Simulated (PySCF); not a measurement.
**Electron correlation in Sb (antimony, neutral)**

[Kr] 4d10 5s2 5p2 5d1, one real determinant (an excited configuration). All numbers are calculated (PySCF 2.14, the spin-free X2C one-electron Hamiltonian (Gaussian nucleus), in aug-cc-pVTZ-DK3 (8s7p5d2f, 68 functions)). Frozen: [Kr] 4d10; 5 electrons correlated.

| level | correlation energy (mhartree) |
| --- | --- |
| CCSD | -85.17 |
| (T) | -15.37 |
| CCSD(T) | -100.54 |

Diagnostics: T1 = 0.045, D1 = 0.1366, largest double amplitude 0.744.

The real determinant used has ⟨L²⟩ near 8 against 12 for a pure F term, so it mixes terms. The outer electron is Rydberg-like, and this basis confines it to a smaller radius and binds it less than a complete one would. T1 exceeds 0.03, a sign that the reference determinant is poor. A double-excitation amplitude exceeds 0.15, a sign of near-degeneracy.

Cost of the coupled-cluster step: roughly 4 core-seconds, for 5 correlated electrons.

The reference is one real determinant that mixes LS terms of this configuration.
